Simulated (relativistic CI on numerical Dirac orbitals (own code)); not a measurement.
## Spin-allowed bands of a d2 ion in an octahedral site, by hand

Problem. Take Δ = 25900 cm⁻¹ and B = 630 cm⁻¹ for a d2 ion in an octahedral site. Calculate the three spin-allowed bands.

Working.
1. The terms of highest spin are 3F (energy 0) and 3P (15B = 9450 cm⁻¹). Here the F term splits into A2 at +1.2Δ = 31080, T2 at +0.2Δ = 5180 and T1 at −0.6Δ = -15540 cm⁻¹.
2. The two T1 states mix through the element 0.4Δ: H = [[-15540, 10360], [10360, 9450]], with roots ½(H₁₁ + H₂₂) ∓ ½√[(H₂₂ − H₁₁)² + 4H₁₂²] = ½(-6090) ∓ ½(32463) = -19276 and 13186 cm⁻¹.
3. The ground term is 3T1 at -19276 cm⁻¹.
4. Bands: 3T2 24456 cm⁻¹ (409 nm), 3T1(P) 32463 cm⁻¹ (308 nm), 3A2 50356 cm⁻¹ (199 nm).

Check. Exact diagonalisation of the whole d2 shell with these parameters gives 3T2 24456, 3T1 32463, 3A2 50356 cm⁻¹. The match is exact, since without spin-orbit coupling no other term has this spin. The ratio of the second band to the first, 1.327, depends on Δ/B = 41.1 alone, which is how a Tanabe-Sugano diagram is read.
